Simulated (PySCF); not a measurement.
C3HBrClF, SMILES C(Cl)=C=C(F)Br. Geometry: PBE0-D3(BJ)/def2-SVP. The structure was generated by enumeration, and PubChem lists no compound with its InChIKey, so it may never have been made.

Computed equilibrium geometry at PBE0-D3(BJ)/def2-SVP (PySCF confirms it by a frequency run) as Cartesian coordinates in Å:
```xyz
7

F      1.2655    -1.7202    -0.1939
C      0.5545    -0.6503     0.1082
Br     1.6251     0.8507     0.4637
C     -0.7494    -0.6253     0.1640
C     -2.0525    -0.5608     0.2362
Cl    -3.0689    -0.1474    -1.0995
H     -2.6096    -0.7674     1.1563
```
Charge 0, spin multiplicity 1.
